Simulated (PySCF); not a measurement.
Coordinates in bohr (charge 0 multiplicity 3):
```
Ag    0.0000    0.0000   -0.3742
F     0.0000    0.0000    3.4726
F     3.6466    0.0000   -0.7415
F    -3.6466    0.0000   -0.7415
```

Computed with UB3LYP/[Ag def2-SVP with ECP28, F def2-SVP], scalar-relativistic core potentials, density fitting, no spin–orbit coupling, PySCF.

This geometry of AgF₃ is a stationary point at this level.

Task: What is the point group?

Result: C2v.

Task: Is it a minimum?

Result: Yes: all harmonic wavenumbers are real.

Task: What are the dipole moment and the gap between the highest occupied and lowest empty levels of either spin?

Result: 2.47 D and 1.64 eV.

Task: Give the ideal-gas entropy at 298.15 K and 1 bar by parts.

Result: translation 172.5, rotation 103.6, vibration 47.3, spin 9.1; total 332.4 J/(mol K).

Other isomers or separated fragments may lie lower. Open d and f shells are described by one determinant, and the ground state may have another occupation or spin. At this level a singlet minimum of C2v symmetry lies 68 kJ/mol below this structure.
